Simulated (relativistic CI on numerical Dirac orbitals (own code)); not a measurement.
**Fe3+ in a cubic cluster: 3s photoemission with charge transfer**

Computed with a charge-transfer multiplet model of a cubic metal-ligand cluster with up to 3 ligand holes, Slater and spin-orbit integrals from Dirac-Coulomb-Breit ions, Slater integrals scaled by 0.8. The ground state mixes d5 with configurations of k ligand holes L, whose averages lie at kΔ + k(k − 1)U_dd/2; a core hole lowers each added d electron by U_cd. 20 K, Lorentzian 1.4 eV and Gaussian 0.8 eV FWHM.

Atomic integrals in eV (Slater integrals scaled, ζ unscaled), ground: F2dd 9.587, F4dd 5.993, zeta_d 0.056; with the core hole: F2dd 10.413, F4dd 6.546, zeta_d 0.065, G2cd 10.337.

Cluster parameters (eV): U_dd = 7.4, U_cd = 9.5, 10Dq = 1.15, 10Dq(ligand) = 0.9, V(eg) = 1.45, V(t2g) = -0.61, final-state hopping factor = 0.8.

| Case | n_d | d5 | d6L | d7L2 | d8L3 | S |
| --- | --- | --- | --- | --- | --- | --- |
| Δ = 0.1 eV | 5.31 | 0.70 | 0.29 | 0.01 | 0.00 | 2.50 |
| Δ = 3.1 eV | 5.13 | 0.87 | 0.12 | 0.00 | 0.00 | 2.50 |
| Δ = 4.1 eV | 5.10 | 0.90 | 0.10 | 0.00 | 0.00 | 2.50 |

Weights, n_d and S are thermal averages at 20 K. Binding energies count from the first peak over 30 % of the highest in each spectrum, which can be another peak from case to case. The parameters are a model scan and need not match a compound or its usual spin state. Peaks in eV (height, largest 100):
- Δ = 0.1 eV: 0.0 (77), 4.0 (41), 8.5 (100), 13.5 (39), 20.6 (71)
- Δ = 3.1 eV: 0.0 (90), 4.6 (100), 10.2 (40), 14.5 (28), 17.4 (77)
- Δ = 4.1 eV: 0.0 (100), 4.1 (97), 10.4 (43), 16.6 (61)

Curve for Δ = 4.1 eV (points under 2 left out, the grid thinned):

```tsv
E (eV)	Intensity
-3.8	5.1
-3.3	6.6
-2.7	9.4
-2.2	13.5
-1.6	23.6
-1.1	42.2
-0.5	82.0
0.0	100.0
0.6	71.7
1.1	45.6
1.7	30.6
2.2	27.9
2.7	34.3
3.3	60.3
3.8	90.8
4.4	86.4
4.9	53.7
5.5	27.6
6.0	18.4
6.6	13.7
7.1	11.7
7.7	10.4
8.2	10.6
8.7	12.6
9.3	19.8
9.8	32.1
10.4	43.3
10.9	36.2
11.5	22.7
12.0	15.9
12.6	13.0
13.1	14.1
13.7	20.4
14.2	31.3
14.7	43.2
15.3	48.7
15.8	52.5
16.4	60.1
16.9	57.3
17.5	36.8
18.0	21.0
18.6	11.5
19.1	7.7
19.7	5.3
20.2	4.1
```

For the case Δ = 3.1 eV, Δ = 3.1 eV is smaller than U_dd = 7.4 eV, the charge-transfer side of the Zaanen-Sawatzky-Allen scheme. With the core hole the configuration with one ligand hole lies at Δ − U_cd = -9.4, -6.4, -5.4 eV from the one without, in the order of the table; where this is negative the screened configuration lies lower.

Without intra-shell correlation the exchange splitting of the 3s hole comes out too large.
